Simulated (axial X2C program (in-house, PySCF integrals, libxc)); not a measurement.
## Nuclear properties of InB

Computed with an in-house all-electron X2C program for linear molecules (integrals from PySCF): two-component X2C with atomic mean-field Coulomb and Gaunt terms, Gaussian nuclei, basis In dyall-cv3z, B dyall-v3z with contracted cores.

R = 2.217 Å (near the PBE0 minimum at charge 0 of the determinant lowest at the starting distance; the state shown can have its own minimum elsewhere).

Determinant lowest in the PBE0 search, Ω = 1 (⟨Sz⟩ = 0.99, ⟨Lz⟩ = 0.01 at PBE0), spin on the atoms In 0.26, B 0.72:

```tsv
level	Eeff magnitude (GV/cm)	Ws magnitude In (kHz)	A∥/gI In (MHz)	qzz In (a.u.)	A∥/gI B (MHz)	qzz B (a.u.)	μ (D)
PBE0	3.5	1.87	-383	-0.47	5.78	0.29	-2.38
HF	11	6.33	-88.9	-3.00	137	0.26	-2.64
LDA	2.24	1.14	-446	-0.09	3.79	0.28	-2.12
TPSSh	3.25	1.72	-359	-0.42	13.9	0.30	-2.37
BP86	1.59	0.771	-375	-0.04	-4.5	0.28	-2.20
```

Determinant 0.16 eV from it at PBE0 and this distance, Ω = 2 (⟨Sz⟩ = 0.98, ⟨Lz⟩ = 1.02 at PBE0), spin on the atoms In 0.27, B 0.71:

```json
{"level": "PBE0", "Eeff magnitude (GV/cm)": "2.3", "Ws magnitude In (kHz)": "0.748", "A∥/gI In (MHz)": "32.6", "qzz In (a.u.)": "-5.10", "A∥/gI B (MHz)": "36.9", "qzz B (a.u.)": "-0.30", "μ (D)": "-1.37"}
{"level": "HF", "Eeff magnitude (GV/cm)": "13.4", "Ws magnitude In (kHz)": "3.94", "A∥/gI In (MHz)": "58.8", "qzz In (a.u.)": "-5.53", "A∥/gI B (MHz)": "64.9", "qzz B (a.u.)": "-0.26", "μ (D)": "-0.97"}
{"level": "LDA", "Eeff magnitude (GV/cm)": "2.6", "Ws magnitude In (kHz)": "0.827", "A∥/gI In (MHz)": "136", "qzz In (a.u.)": "-4.83", "A∥/gI B (MHz)": "42.9", "qzz B (a.u.)": "-0.31", "μ (D)": "-1.35"}
{"level": "TPSSh", "Eeff magnitude (GV/cm)": "2.17", "Ws magnitude In (kHz)": "0.711", "A∥/gI In (MHz)": "49.8", "qzz In (a.u.)": "-4.98", "A∥/gI B (MHz)": "41.5", "qzz B (a.u.)": "-0.32", "μ (D)": "-1.29"}
{"level": "BP86", "Eeff magnitude (GV/cm)": "2.47", "Ws magnitude In (kHz)": "0.795", "A∥/gI In (MHz)": "95.8", "qzz In (a.u.)": "-4.71", "A∥/gI B (MHz)": "38.2", "qzz B (a.u.)": "-0.32", "μ (D)": "-1.35"}
```

Eeff is the effective electric field on the electron electric dipole moment in this Ω state and Ws the scalar–pseudoscalar constant of the nucleus named (defined with the proton number Z and per Ω); A∥ (defined per Ω) follows by multiplying with gI = μI/(I μN); qzz is the electric field gradient, eQq0 = 234.96 MHz × Q/barn × qzz; μ is positive if the B end (last atom) is positive. The operators were transformed with the bare-nucleus X2C matrices; with these basis sets, hyperfine constants and field gradients can be off by tens of per cent, and where levels differ in sign neither size nor sign is settled.

Task: With Q(11B) = 0.04059 barn (Q from Pyykkö, Mol. Phys. 2018), turn the PBE0 values of the first state into constants in MHz.

Result: eQq0(11B) = 234.96 × (0.04059) × (0.29) = 2.77 MHz.

Each state is one determinant with collinear spin, which with several unpaired electrons need not be a pure state. Unrestricted Hartree–Fock can overshoot spin polarisation at the nuclei. With several open shells hyperfine constants can be off by a factor of several. Where Eeff spreads by more than a factor of two the levels disagree and none is to be relied on. Open-shell Ω = 0 determinants with evenly filled partner blocks cannot be reached by this program, so the Ω shown need not be the lowest component. At HF a later determinant lies lower. States lie within half an eV, so the first need not be the ground state. Further determinants of the search, some of them spin-mixed, are not shown. Where a field gradient or hyperfine factor spreads by more than a factor of two over the levels, a constant derived from it is not to be relied on. PBE0 term energies can be off by some tenths of an eV.
